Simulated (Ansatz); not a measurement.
`F[B]([AlH2])[SiH3]` and `OBB(F)[SiH3]` differ in one atom or group.

Ansatz, PBE0-D4/def2-TZVP geometries, multiplicity 1. Each molecule was computed in one conformer, which needn't be the lowest.

```
                                        property  `F[B]([AlH2])[SiH3]`
             LUMO energy (B3LYP/def2-TZVPP) / eV                 -2.24
              LUMO energy (PBE0/def2-TZVPP) / eV                 -2.08
             HOMO energy (B3LYP/def2-TZVPP) / eV                 -6.65
size of the dipole moment (B3LYP/def2-TZVPP) / D                  0.06
             HOMO–LUMO gap (PBE/def2-TZVPP) / eV                  2.68
               HOMO energy (PBE/def2-TZVPP) / eV                 -5.70
```

Problem. What does the change do to each property? (Best estimate.)

Solution. Computed: 
```json
{"property": "LUMO energy (B3LYP/def2-TZVPP) / eV", "`OBB(F)[SiH3]`": "-1.86", "shift": "0.38"}
{"property": "LUMO energy (PBE0/def2-TZVPP) / eV", "`OBB(F)[SiH3]`": "-1.66", "shift": "0.42"}
{"property": "HOMO energy (B3LYP/def2-TZVPP) / eV", "`OBB(F)[SiH3]`": "-7.04", "shift": "-0.39"}
{"property": "size of the dipole moment (B3LYP/def2-TZVPP) / D", "`OBB(F)[SiH3]`": "2.20", "shift": "2.14"}
{"property": "HOMO–LUMO gap (PBE/def2-TZVPP) / eV", "`OBB(F)[SiH3]`": "3.31", "shift": "0.63"}
{"property": "HOMO energy (PBE/def2-TZVPP) / eV", "`OBB(F)[SiH3]`": "-5.93", "shift": "-0.23"}
```

With PBE0 the HOMO falls by 0.39 eV and the LUMO rises by 0.42 eV, so the gap widens by about 0.81 eV. PBE moves the HOMO by -0.23 eV and ωB97M-V by -0.51 eV. Dipoles are sizes alone; their direction can turn.

B3LYP here is the variant with VWN-RPA as its local correlation; programs differ in this.
